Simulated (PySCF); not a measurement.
SMILES C[SiH2][SiH2]c1cccs1, singlet (GFN2-xTB optimised geometry):

```
18

C     -1.880     2.034     2.960
Si    -0.478     3.054     2.180
Si     0.040     2.249     0.067
C     -0.187     0.386    -0.003
C      0.754    -0.600     0.002
C      0.218    -1.906     0.000
C     -1.139    -1.906     0.000
S     -1.778    -0.312     0.000
H     -2.772     2.053     2.340
H     -1.589     0.993     3.078
H     -2.153     2.411     3.942
H      0.671     3.011     3.098
H     -0.907     4.459     2.132
H      1.434     2.468    -0.340
H     -0.803     2.801    -1.004
H      1.810    -0.391     0.002
H      0.815    -2.801    -0.002
H     -1.810    -2.742    -0.003
```

Method: PBE0/def2-SVP in PySCF.

Q: What are the frontier orbital energies and the dipole moment?

A: HOMO-2 -8.47 eV, HOMO-1 -7.33 eV, HOMO -6.83 eV, LUMO -0.69 eV, LUMO+1 0.11 eV; dipole moment 1.07 D.

Meta-Löwdin charges at PBE0/def2-SVP: C1 -0.53, Si2 0.37, Si3 0.35, C4 -0.33, C5 -0.12, C6 -0.14, C7 -0.23, S8 0.25, H9 0.12, H10 0.12, H11 0.12, H12 -0.09, H13 -0.09, H14 -0.08, H15 -0.08, H16 0.12, H17 0.12, H18 0.13.
